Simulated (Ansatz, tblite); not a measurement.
Cost and result up the ladder for Cd₆Se₄Br₄, a halide-capped nanocrystal cut from zinc blende CdSe (4 Br on the cations) (14 atoms). Charge 0, multiplicity 1. Geometry: PBE-D4/def2-SVP.

| atom | x (Å) | y (Å) | z (Å) |
| --- | --- | --- | --- |
| Cd1 | -1.264 | -0.656 | -2.255 |
| Cd2 | -0.617 | 2.722 | -0.704 |
| Cd3 | -2.069 | -0.152 | 1.221 |
| Cd4 | 0.689 | -3.152 | -0.455 |
| Cd5 | 1.748 | 0.478 | 1.658 |
| Cd6 | 1.757 | 0.051 | -1.856 |
| Se7 | -2.674 | 1.037 | -1.126 |
| Se8 | 0.762 | -1.957 | -3.033 |
| Se9 | 1.986 | 2.111 | -0.503 |
| Se10 | 0.118 | -1.597 | 1.518 |
| Br11 | -1.212 | 5.110 | -0.385 |
| Br12 | -3.515 | 0.421 | 3.146 |
| Br13 | 1.202 | -5.534 | -0.864 |
| Br14 | 3.087 | 1.118 | 3.639 |

Ansatz on 2 threads of AMD EPYC 7R13 on a shared host and a share (18 GiB) of an NVIDIA H100 80GB HBM3; xTB runs through tblite on one thread. Times are rough, summed over both states, and most runs start from the orbitals of an earlier one. PBE0-D4/def2-TZVP serves as the yardstick here, not as an exact answer. The other state is a doublet.

In the def2 sets Cd takes a core potential; there is no spin–orbit coupling. The xTB rows come from tblite. B3LYP takes the VWN-RPA correlation. Single mean-field runs in def2-TZVP are fitted with def2-universal-jkfit.

Run but left out: PBE-D4/def2-TZVP (charge +1 doublet: an occupied level 0.01 eV above an empty one).

Raw xTB energies of ions are shifted by several eV.

| level | functions | wall time | vertical IE (eV) | difference from PBE0-D4/def2-TZVP (eV) |
| --- | --- | --- | --- | --- |
| GFN1-xTB | 96 | 0.1 s | 11.60 | 2.73 |
| GFN2-xTB | 96 | 0.15 s | 13.29 | 4.42 |
| B3LYP-D4/def2-TZVP (with forces) | 624 | 84 s | 8.72 | -0.15 |
| PBE0-D4/def2-TZVP | 624 | 91 s | 8.87 | 0.00 |
